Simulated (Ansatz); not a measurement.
## Relaxing a trial structure of C4H8BGa

The starting geometry of this gas-phase singlet was optimised with GFN2-xTB; its bonds are those of `[BH2][Ga]([CH3])[CH2]C#C`.

```xyz
14

C    -0.8728   -0.2108    0.6308
C    -1.6100   -0.7123   -2.6809
C    -0.1946   -0.6125   -2.9431
C     0.9856   -0.5045   -3.1373
B    -3.2009    2.1526   -1.1520
Ga   -1.9386    0.4671   -0.9852
H    -2.7753    3.2030   -1.4528
H    -4.3651    2.0672   -1.0409
H     0.1887    0.0293    0.5053
H    -1.2006    0.2284    1.5792
H    -0.9437   -1.2997    0.7226
H    -1.8705   -1.7627   -2.4924
H    -2.1731   -0.3705   -3.5596
H     2.0140   -0.4367   -3.3343
```

Q: Where would you expect an optimisation with PBE-D3(BJ)/def2-SVP to take it?

A: It rearranges, giving a structure given below by its coordinates. Contacts that open: C2–Ga6 (2.09 → 3.93 Å). Contacts that close: C4–Ga6 (3.76 → 1.99 Å).

The energy falls by 0.61 eV over 96 steps:

| step | E − E(last) (eV) |
| --- | --- |
| 1 | 0.606 |
| 12 | 0.371 |
| 22 | 0.353 |
| 33 | 0.271 |
| 43 | 0.261 |
| 54 | 0.252 |
| 64 | 0.137 |
| 75 | 0.021 |
| 85 | 0.001 |
| 96 | 0.000 |

Final geometry (Å):

```xyz
14

C    -1.5028   -0.4686    0.3243
C    -0.3971   -2.0370   -3.1258
C    -0.7206   -0.7609   -3.0106
C    -1.0571    0.4976   -2.8156
B    -2.1141    2.9915   -0.5692
Ga   -1.5759    1.0343   -0.9707
H    -3.2672    3.3812   -0.6545
H    -1.2986    3.8348   -0.2334
H    -1.1877   -1.4005   -0.1857
H    -0.7875   -0.2413    1.1412
H    -2.4959   -0.6270    0.7926
H     0.6433   -2.3772   -2.9932
H    -1.1540   -2.7980   -3.3791
H    -1.0418    1.2090   -3.6609
```

No frequencies were run, so the end isn't proven a minimum. Run with Ansatz 0.2.0, 2.3 min on 2 threads of Intel(R) Xeon(R) 6975P-C (Granite Rapids), with other jobs on the host.
